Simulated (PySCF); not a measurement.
**Electronic absorption of C7H18Cl2SSi2**

C₇H₁₈Cl₂SSi₂.
InChI=1S/C7H18Cl2SSi2/c1-5-6-7-10-12(4,9)11(2,3)8/h5-7H2,1-4H3/t12-/m0/s1

Computed with TDDFT CAM-B3LYP/def2-SVPD, vertical, gas phase, core orbitals frozen in the response in PySCF 2.14.0, density-fitted response routines. Isolated species at its PBE0-D3(BJ)/def2-SVP geometry (one conformer only).

```
state  λ (nm)  E (eV)       f  main configurations (H = HOMO, L = LUMO)
   S1   237.0    5.23  0.0002                                 H→L (84%)
   S2   201.7    6.15   0.058      H→L+2 (57%), H-1→L (13%), H→L+1 (9%)
   S3   197.9    6.27   0.014                  H-1→L (65%), H→L+2 (16%)
   S4   189.1    6.56   0.068                   H→L+1 (45%), H→L+4 (8%)
   S5   180.9    6.85   0.018                  H-2→L (42%), H→L+1 (18%)
   S6   176.9    7.01   0.040      H-2→L (34%), H→L+3 (11%), H→L+1 (8%)
   S7   175.6    7.06  0.0058                             H-1→L+2 (61%)
   S8   170.7    7.26   0.038                  H→L+5 (46%), H→L+4 (28%)
   S9   168.9    7.34   0.014     H→L+3 (45%), H→L+6 (10%), H→L+10 (9%)
  S10   167.7    7.39  0.0031     H→L+4 (25%), H→L+7 (21%), H→L+5 (15%)
```

Triplets (Tamm–Dancoff): T1 4.84 eV, H→L (82%); T2 5.55 eV, H-1→L (52%), H→L+2 (17%); T3 5.70 eV, H→L+2 (56%), H-1→L (16%); T4 6.09 eV, H-1→L+2 (28%), H→L+1 (26%), H→L+6 (9%).

The lowest singlet comes at 237 nm (505 kJ/mol) in the ultraviolet; it is dark (f under 0.0005); its leading configuration is HOMO→LUMO (84%). The strongest level in the table is S4 at 6.56 eV (189 nm, f = 0.068). Löwdin shares by element: HOMO sulfur 55%, silicon 16%, carbon 7% or more (atoms not listed hold the other 22%); LUMO silicon 28%, sulfur 20%, chlorine 16% or more (atoms not listed hold the other 36%). Of the 10 states listed, 7 reach f = 0.01 and 1 stays under 0.0005. The oscillator strengths of these states sum to 0.260; summed over the whole spectrum of an exact calculation they would give the number of electrons, 138 (Thomas–Reiche–Kuhn). Orbital energies (eV): HOMO-3 -9.95, HOMO-2 -9.75, HOMO-1 -9.07, HOMO -8.20, LUMO 0.39, LUMO+1 0.94, LUMO+2 1.05. Singlets were solved by full linear response, triplets in the Tamm–Dancoff approximation.
